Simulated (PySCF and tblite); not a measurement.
Values are calculated unless marked as measured or tabulated.
C₅H₄OS, numbered as in [O:1]=[CH:2][c:3]1[cH:4][cH:5][cH:6][s:7]1.

Geometries PBE0-D3(BJ)/def2-SVP; weights from PBE0-D3(BJ)/def2-TZVP energies and GFN2-xTB thermal corrections, with symmetry numbers and mirror pairs. Conformers within 4 kcal/mol (GFN2-xTB free energy) were kept, 5 at most. GIAO shieldings: PBE0/pcSseg-1. Shifts are against TMS (¹H), TMS (¹³C) at the same level. (PySCF 2.14, tblite 0.8.)

Torsions listed: O1–C2–C3–S7.

| conformer | shape | symmetry | E(GFN2) kcal/mol | E(DFT) kcal/mol |
| --- | --- | --- | --- | --- |
| 1 | 0° | Cs | 0.33 | 0.00 |
| 2 | 179° | Cs | 0.00 | 1.06 |

Question: How much do the weights at 298.15 K and the averaged shift of H4 depend on how the conformers are weighted?

Answer: 
```csv
weighting,1 (%),2 (%),δ (ppm),rms dipole (D)
"DFT energy with thermal terms, symmetry and mirror images (full scheme)",86,14,7.61,3.82
DFT energy with symmetry and mirror images,86,14,7.61,3.82
bare DFT energy,86,14,7.61,3.82
GFN2-xTB energy with symmetry and mirror images,36,64,7.94,3.62
GFN2-xTB free energy,37,63,7.93,3.62
leading conformer alone,100,0,7.52,3.87
equal weights,50,50,7.85,3.67
"full scheme, search stopped after three starts",100,0,7.52,3.87
```

The largest departure from the full scheme, 0.33 ppm, comes with: GFN2-xTB energy with symmetry and mirror images.
